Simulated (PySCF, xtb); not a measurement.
C4H4, SMILES C=C=C=C.

Harmonic wavenumbers (cm⁻¹) from GFN2-xTB run with xtb at its own minimum, in rising order: 202, 224, 253, 483, 742, 825, 849, 945, 948, 1008, 1368, 1408, 1713, 2202, 3070, 3070, 3078, 3079.

**Question.** What does PBE-D3(BJ)/def2-SVP in PySCF 2.14.0 give at its own minimum? (Estimate from the structure and the level; the computed values follow.)

**Answer.** 215, 231, 343, 574, 745, 826, 829, 888, 958, 978, 1329, 1386, 1654, 2166, 3050, 3052, 3138, 3138. Paired by order, the mean absolute difference is 35 cm⁻¹ and the zero-point energies are 36.4 and 36.5 kcal/mol.
